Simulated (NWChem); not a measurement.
System: C3H6FNSi; SMILES C=C(F)/N=C/[SiH3]

Here is an NWChem input.

```
start job
memory heap 200 mb stack 900 mb global 1100 mb
geometry units angstroms noautoz
  C      1.027243     2.538934    -0.235333
  C      0.166851     1.553931     0.036979
  F     -1.085876     1.856719     0.471121
  N      0.483633     0.214252    -0.100187
  C     -0.393027    -0.688333     0.179440
  Si     0.043877    -2.516527    -0.009304
  H      2.021579     2.288744    -0.580136
  H      0.744830     3.577547    -0.116425
  H     -1.395166    -0.400025     0.527708
  H      1.439090    -2.658244    -0.488293
  H     -0.898363    -3.149685    -0.972845
  H     -0.121865    -3.199122     1.303597
end
basis spherical
  C library def2-tzvpp
  F library def2-tzvpp
  N library def2-tzvpp
  Si library def2-tzvpp
  H library def2-tzvpp
end
dft
  xc xpbe96 cpbe96
  iterations 150
  semidirect filesize 400000000
  mulliken
end
task dft gradient
```

Parts of the log:

```
             Northwest Computational Chemistry Package (NWChem) 7.3.0
             --------------------------------------------------------

 CS  symmetry detected

                             Geometry "geometry" -> ""
                             -------------------------

 Output coordinates in angstroms (scale by  1.889725989 to convert to a.u.)

  No.       Tag          Charge          X              Y              Z
 ---- ---------------- ---------- -------------- -------------- --------------
    1 C                    6.0000     1.03254658     2.54973024     0.00000000
    2 C                    6.0000     0.13768373     1.55782319     0.00000000
    3 F                    9.0000    -1.19034407     1.85078558     0.00000000
    4 N                    7.0000     0.49176793     0.22046402     0.00000000
    5 C                    6.0000    -0.42146760    -0.68914280     0.00000000
    6 Si                  14.0000     0.06659778    -2.51413455     0.00000000
    7 H                    1.0000     2.08679239     2.30733799     0.00000000
    8 H                    1.0000     0.71912980     3.58625477     0.00000000
    9 H                    1.0000    -1.48450127    -0.40868945     0.00000000
   10 H                    1.0000     1.54275482    -2.64487786     0.00000000
   11 H                    1.0000    -0.50919990    -3.17646198    -1.20286960
   12 H                    1.0000    -0.50919990    -3.17646198     1.20286960

 Effective nuclear repulsion energy (a.u.)     265.8580121072

      Symmetry information
      --------------------

 Group name             Cs
 Group number              2
 Group order               2
 No. of unique centers    11

  pbe96 is a nonlocal functional; adding pw91lda local functional.

                                 NWChem DFT Module
                                 -----------------

 Summary of "ao basis" -> "ao basis" (spherical)
 ------------------------------------------------------------------------------
       Tag                 Description            Shells   Functions and Types
 ---------------- ------------------------------  ------  ---------------------
 C                         def2-tzvpp               11       31   5s3p2d1f
 F                         def2-tzvpp               11       31   5s3p2d1f
 N                         def2-tzvpp               11       31   5s3p2d1f
 Si                        def2-tzvpp               14       42   5s5p3d1f
 H                         def2-tzvpp                6       14   3s2p1d

      Symmetry analysis of basis
      --------------------------

        a'        187
        a"         94

            General Information
            -------------------
          SCF calculation type: DFT
          Wavefunction type:  closed shell.
          No. of atoms     :    12
          No. of electrons :    54
           Alpha electrons :    27
            Beta electrons :    27
          Charge           :     0
          Spin multiplicity:     1
          Use of symmetry is: on ; symmetry adaption is: on
          Maximum number of iterations: 150
          AO basis - number of functions:   281
                     number of shells:   105
          Convergence on energy requested:  1.00D-06
          Convergence on density requested:  1.00D-05
          Convergence on gradient requested:  5.00D-04

              XC Information
              --------------
          PerdewBurkeErnzerhof Exchange Functional  1.000
            Perdew 1991 LDA Correlation Functional  1.000 local
           PerdewBurkeErnz. Correlation Functional  1.000 non-local

             Grid Information
             ----------------
          Grid used for XC integration:  medium
          Radial quadrature: Mura-Knowles
          Angular quadrature: Lebedev.
          Tag              B.-S. Rad. Rad. Pts. Rad. Cut. Ang. Pts.
          ---              ---------- --------- --------- ---------
          C                   0.70       49          14.0       434
          F                   0.50       49          13.0       434
          N                   0.65       49          11.0       434
          Si                  1.10       88          14.0       590
          H                   0.35       45          15.0       434
          Grid pruning is: on
          Number of quadrature shells:   558
          Spatial weights used:  Erf1

      Superposition of Atomic Density Guess
      -------------------------------------

 Sum of atomic energies:        -558.57788049

      Non-variational initial energy
      ------------------------------

 Total energy =    -561.396899
 1-e energy   =   -1296.329699
 2-e energy   =     469.074788
 HOMO         =      -0.278672
 LUMO         =      -0.070168

      Symmetry analysis of molecular orbitals - initial
      -------------------------------------------------

[...]

                         DFT ENERGY GRADIENTS

    atom               coordinates                        gradient
                 x          y          z           x          y          z
   1 C       1.951230   4.818292   0.000000   -0.001215  -0.003042   0.000000
   2 C       0.260185   2.943859   0.000000   -0.003832   0.007876   0.000000
   3 F      -2.249424   3.497478   0.000000    0.005633  -0.002337   0.000000
   4 N       0.929307   0.416617   0.000000   -0.002498  -0.005457   0.000000
   5 C      -0.796458  -1.302291   0.000000   -0.000273   0.004937   0.000000
   6 Si      0.125852  -4.751025   0.000000    0.000129  -0.002355   0.000000
   7 H       3.943466   4.360237   0.000000   -0.002440   0.001335   0.000000
   8 H       1.358958   6.777039   0.000000    0.001026  -0.002660   0.000000
   9 H      -2.805301  -0.772311   0.000000    0.003583  -0.000301   0.000000
  10 H       2.915384  -4.998094   0.000000   -0.002908  -0.000011   0.000000
  11 H      -0.962248  -6.002643  -2.273094    0.001397   0.001009   0.002133
  12 H      -0.962248  -6.002643   2.273094    0.001397   0.001009  -0.002133
```

Level: PBE/def2-TZVPP. Coordinates come from a B3LYP/6-31G* (spherical d) optimisation.
